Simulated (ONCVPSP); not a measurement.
## What one change does to a pseudopotential (Sn, ONCV)

- Element: Sn (Z = 50)
- Generator: ONCVPSP 4.0.1
- Type: optimised norm-conserving Vanderbilt (ONCV)
- Functional: PBEsol
- Relativity: scalar-relativistic
- Frozen core: [Kr]
- Valence charge: 14
- Reference configuration: 4d10 5s2 5p2
- Partial waves: 5s: rc 2.15 bohr, ncon 4, nbas 7, qcut 2.7 1/bohr, 2 projectors, debl 0.5 Ha; 5p: rc 1.90 bohr, ncon 4, nbas 7, qcut 3.9 1/bohr, 3 projectors, debl 1.3 Ha; 4d: rc 1.30 bohr, ncon 4, nbas 8, qcut 11.3 1/bohr, 2 projectors, debl 1.7 Ha
- Local potential: polynomial inside 0.90 bohr (lpopt 4, dvloc0 -1 Ha)
- Core correction: none

Change: p: rc 2.8.

Cutoffs: the cutoffs (Ha) at which the residual kinetic energy of the hardest occupied pseudo-wave falls to 1 and 0.1 mHa per electron; they do not see the model core or the augmentation charge, which bear on the density cutoff. Errors are all-electron minus pseudo energies relative to the spin-unpolarised reference configuration.

Q: Predict the effect on cutoff, ghosts and configuration errors.

A: The potential gets neither clearly harder nor softer (44 Ha and 52 Ha → 44 Ha and 52 Ha); the bound ghosts move from p, s to s; the lowest positive-energy flag moves from none to p at 8.1 eV; of the 4 tests that both files solve, the error grows in 3 and shrinks in 1 by more than 15 % and 0.3 meV (median size 7.0 → 9.0 meV).

```csv
quantity,base,changed
"cutoff, loose",44 Ha,44 Ha
"cutoff, tight",52 Ha,52 Ha
loose cutoff by channel,"s 19 Ha, p 6.1 Ha, d 44 Ha","s 19 Ha, p 4.6 Ha, d 44 Ha"
bound ghosts,"s, p",s
GHOST(+) flags under 300 eV,none,p at 8.1 eV
"error for 4d10 5s2 5p1, meV [ΔE 6.90 eV]",-2.6,-3.2
"error for 4d10 5s2 5p0, meV [ΔE 20.87 eV]",-10,-15
"error for 4d10 5s1 5p0, meV [ΔE 51.89 eV]",-13,-23
"error for 4d10 5s1 5p2, meV [ΔE 14.59 eV]",-3.6,-1.4
s: phases at 2.18 bohr within 0.05 rad from the reference energy up to (Ha; the scan ends near 5),2.8,2.8
d: phases at 1.32 bohr within 0.05 rad from the reference energy up to (Ha; the scan ends near 5),to the end of the scan,to the end of the scan
```

 A true bound ghost makes a file unfit for plane-wave use even where its test errors are small: the radial tests pick states by their node count and pass the ghost by.
